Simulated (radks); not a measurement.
Q: These are the eigenvalues of the occupied orbitals of an atom or ion with whole-number occupations (hartree). All-electron calculation, Dirac Kohn-Sham, PBE, spin-unpolarised, spherical densities, point nucleus. Program: a radial shooting solver on a logarithmic mesh with Libxc functionals.

orbital  eigenvalue
1s1/2     -2488.993
2s1/2     -440.9137
2p1/2     -422.0687
2p3/2     -375.3777
3s1/2     -113.5997
3p1/2     -105.2383
3p3/2     -95.17244
3d3/2     -81.07841
3d5/2     -78.88640
4s1/2     -35.57779
4p1/2     -32.10384
4p3/2     -29.67087
4d3/2     -23.93566
4d5/2     -23.46864
4f5/2     -16.21696
4f7/2     -16.11736

Which element is it, and in what charge state? The configuration may be excited. Open shells, if any, are shared by 2j + 1.

A: Z = 73, tantalum, charge +18: Ta18+ in [Kr] 4d10 4f9. The list shows which subshells hold electrons but not how many an open one holds; the 1s level, -2489 hartree, gives Z - s = 70.6 by -(Z - s)^2/2, which with screening and relativity narrows Z to a few neighbours, and the depths of the outer levels then fix element, charge and occupations together.
